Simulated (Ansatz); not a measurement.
`N[Si](F)(S)I` + H₂ → `F[SiH](S)I` + NH₃ at 600 K and 1 bar (hydrogenolysis of the Si–N bond).

Isolated molecules relaxed with PBE0-D4/def2-TZVP in Ansatz; ΔE leaves out vibrations. CCSD(T)/CBS adds triple-zeta CCSD(T) − MP2 to the extrapolated MP2 energy (def2 sets, frozen cores). This one scheme is used for every species. def2 core potentials past Kr. For I outer-core shells are correlated without core-valence functions, which leaves a few kJ/mol of doubt a bond. Each species was taken in one conformer, which may not be the lowest.

| species | CCSD(T)/CBS energy (Eh) | H − E (kJ/mol) | S (J/(mol·K)) |
| --- | --- | --- | --- |
| `N[Si](F)(S)I` | -1140.77855 | 168.6 | 463.5 |
| H₂ | -1.17544 | 43.9 | 150.8 |
| `F[SiH](S)I` | -1085.42501 | 107.1 | 412.7 |
| NH₃ | -56.50880 | 112.4 | 219.5 |

H − E and S are ideal-gas, rigid-rotor, harmonic terms from PBE0-D4/def2-TZVP, for one conformer and one mirror image of each species. For small species the MP2-based limit differs from directly extrapolated CCSD(T) by up to some mEh (0.8 for H₂); such offsets cancel only in part. 1 Eh = 2625.50 kJ/mol, R = 8.31446 J/(mol·K).

Task: By hand: ΔE, ΔH, ΔS and ΔG.

Result: ΔE = (-1085.42501) + (-56.50880) − (-1140.77855) − (-1.17544) = 0.02018 Eh = 53.0 kJ/mol. Δ(H − E) = 107.1 + 112.4 − 168.6 − 43.9 = 7.0, so ΔH = 60.0 kJ/mol. ΔS = 412.7 + 219.5 − 463.5 − 150.8 = 17.9 J/(mol·K). ΔG = 60.0 − 600 × (17.9)/1000 = 49.3 kJ/mol.

Task: By hand: the equilibrium constant, and the temperature at which ΔG would vanish if ΔH and ΔS stayed fixed.

Result: log₁₀ K = −ΔG/(RT ln 10) = -4.3. ΔG = 0 at ΔH/ΔS = 3352 K, far beyond where these terms or the molecules hold.

ΔH outweighs TΔS. A doubt of 5 kJ/mol in ΔE shifts log₁₀ K by 0.4 here. Other conformers and mirror images would add mixing entropy, several J/(mol·K) or more a flexible species. These are equilibria of isolated gas molecules and say nothing of rates. Largest T1 diagnostic: 0.010 (customary marks: 0.02 for closed shells, 0.045 for open ones).
